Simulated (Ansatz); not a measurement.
Two members of one family (Same ligands, another metal), computed with Ansatz in the gas phase; def2 core potentials for Y, no spin–orbit coupling. The two geometries come from different levels. HOMO and LUMO are taken over both spins. The spins of the ions were chosen, not always searched. A dash marks a value that wasn't run or was left out as unsound. The structures are stationary points that may keep the symmetry of their start.

First: TiBr3 (doublet, charge 0, PBE-D4/def2-SVP geometry; oxidised ion singlet).

Cartesian coordinates in Å:
```
Ti 0.002 0.003 0.000
Br 0.842 -0.201 2.176
Br 1.160 -0.954 -1.797
Br -2.004 1.153 -0.379
```

```csv
level,HOMO (eV),LUMO (eV),gap (eV),vertical IE (eV)
PBE-D4/def2-SVP,-5.35,-4.28,1.07,–
PBE-D4/def2-TZVP,-5.45,-4.39,1.06,8.24
r2SCAN-D4/def2-TZVP,-6.12,-4.29,1.83,–
PBE0-D4/def2-SVP,-7.77,-3.36,4.42,–
PBE0-D4/def2-TZVP,-7.72,-3.34,4.38,9.01
```

Metal–donor distances: 3 × Br 2.34 Å.

Second: YBr3 (singlet, charge 0, r2SCAN-D4/def2-SVP geometry).

```tsv
atom	x (Å)	y (Å)	z (Å)
Y1	0.000	0.001	0.000
Br2	-2.067	0.928	-1.260
Br3	0.448	0.708	2.454
Br4	1.618	-1.636	-1.193
```

What does the change do? Estimate second minus first.


```csv
level,Δ HOMO (eV),Δ LUMO (eV),Δ gap (eV),Δ vertical IE (eV)
PBE-D4/def2-SVP,-1.82,0.57,2.40,–
PBE-D4/def2-TZVP,-1.82,0.66,2.47,1.47
r2SCAN-D4/def2-TZVP,-1.49,0.87,2.36,–
PBE0-D4/def2-SVP,-0.69,0.36,1.05,–
PBE0-D4/def2-TZVP,-0.78,0.36,1.15,1.23
```

Metal–donor distances: 3 × Br 2.59 Å.
